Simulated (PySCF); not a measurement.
Nuclear quadrupole coupling in `C=CC1=NN(C(C)C)CC1`

Species: C8H14N2.
Structure used (GFN2-xTB), in Å, numbered top down from 1:
```
atom  x, y, z in Å
C1     3.775   -1.080   -0.111
C2     2.486   -1.345    0.103
C3     1.446   -0.363    0.121
N4     0.216   -0.660    0.358
N5    -0.542    0.436    0.401
C6    -1.968    0.309    0.209
C7    -2.309   -0.145   -1.214
C8    -2.514   -0.673    1.242
C9     0.193    1.628   -0.030
C10    1.641    1.131   -0.102
H11    4.131   -0.079   -0.284
H12    4.516   -1.860   -0.120
H13    2.155   -2.359    0.277
H14   -2.395    1.304    0.387
H15   -1.843   -1.109   -1.407
H16   -1.943    0.572   -1.947
H17   -3.384   -0.241   -1.333
H18   -2.303   -0.317    2.247
H19   -2.034   -1.638    1.110
H20   -3.588   -0.787    1.126
H21   -0.174    1.979   -1.002
H22    0.048    2.427    0.703
H23    2.262    1.556    0.688
H24    2.115    1.333   -1.063
```

Field gradients from the PBE0/pcSseg-1 density (PySCF, non-relativistic), principal values in atomic units, ordered |Vxx| ≤ |Vyy| ≤ |Vzz|:

```csv
atom,Vxx,Vyy,Vzz
N4,0.5325,0.6558,-1.1883
N5,0.4594,0.8516,-1.3110
```

Task: Find the asymmetry η = (Vxx − Vyy)/Vzz and the couplings χ = eQV/h (234.96 MHz × Q in barn × V in au), with Q(14N) = 0.02044 b.

Result: 
```
atom                   environment  nucleus     η  χzz (MHz)  χxx (MHz)  χyy (MHz)
  N4                  C=N nitrogen      14N  0.10      -5.71       2.56       3.15
  N5  nitrogen bonded to 2 C and N      14N  0.30      -6.30       2.21       4.09
```

Task: What is Vzz at N4 in SI units (1 au = 9.71736 × 10²¹ V/m²)?

Result: -1.1883 au = -11.547 × 10²¹ V/m².

Task: And the gradient at the other heavy atoms, for which no coupling is worked out here?

Result: 
| atom | environment | Vzz (au) | η |
| --- | --- | --- | --- |
| C1 | terminal =CH2 carbon | 0.261 | 0.42 |
| C2 | alkene CH carbon | 0.330 | 0.51 |
| C3 | C=N carbon | -0.146 | 0.68 |
| C6 | sp3 carbon bound to nitrogen | 0.253 | 0.19 |
| C7 | methyl carbon | 0.048 | 0.64 |
| C8 | methyl carbon | 0.083 | 0.44 |
| C9 | sp3 carbon bound to nitrogen | 0.246 | 0.26 |
| C10 | ring CH2 carbon | 0.096 | 0.44 |

Task: What couplings would deuterons (Q(2H) = 0.00286 b) have in place of the hydrogens, at this geometry?

Result: 
```tsv
atom	bonded to	bond length (Å)	Vzz (au)	η	χzz (kHz)
H11	C1	1.077	0.3395	0.07	228
H12	C1	1.076	0.3414	0.06	229
H13	C2	1.081	0.3243	0.05	218
H14	C6	1.097	0.2882	0.06	194
H15	C7	1.087	0.3124	0.01	210
H16	C7	1.088	0.3157	0.02	212
H17	C7	1.086	0.3180	0.02	214
H18	C8	1.087	0.3169	0.02	213
H19	C8	1.086	0.3132	0.03	210
H20	C8	1.086	0.3185	0.03	214
H21	C9	1.097	0.2910	0.05	196
H22	C9	1.093	0.2973	0.03	200
H23	C10	1.091	0.3056	0.02	205
H24	C10	1.090	0.3070	0.03	206
```

Geometry: GFN2-xTB, one conformer, isolated molecule. GFN2-xTB bond lengths can be off by several hundredths of an ångström, more for odd bonds, and the gradients follow them. The basis is small and wasn't made for field gradients, so the couplings can be 20 % off.
